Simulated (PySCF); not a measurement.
NbSF₂Cl, SMILES [F][Nb]([F])(=[S])[Cl], multiplicity 1.

Geometry optimised at B3LYP-D3(BJ)/def2-SVP. The spin state was assumed, not searched. The def2 effective core potentials stand for the cores of Nb; spin–orbit coupling is left out.

The numbers are results of B3LYP-D3(BJ)/def2-SVP in PySCF, not measurements.

Frequencies are harmonic and unscaled.

**Question.** Estimate the vibrational spectrum. (Estimate from the structure and the level; the computed values follow.)

**Answer.** 
| mode | ν (cm⁻¹) | IR (km/mol) | moving atoms (share of kinetic energy) |
|---|---|---|---|
| 1 | 133 | 4.7 | F 54 %, Cl 29 %, Nb 16 % |
| 2 | 142 | 0.6 | Cl 37 %, S 34 %, F 19 %, Nb 10 % |
| 3 | 165 | 8.9 | F 69 %, Nb 15 %, Cl 9 % |
| 4 | 195 | 1.0 | F 56 %, S 33 %, Nb 11 % |
| 5 | 198 | 3.1 | F 66 %, S 17 %, Nb 12 % |
| 6 | 424 | 62.1 | Cl 68 %, Nb 27 % |
| 7 | 584 | 61.0 | S 71 %, Nb 27 % |
| 8 | 709 | 128.7 | F 86 %, Nb 14 % |
| 9 | 730 | 130.7 | F 76 %, Nb 24 % |
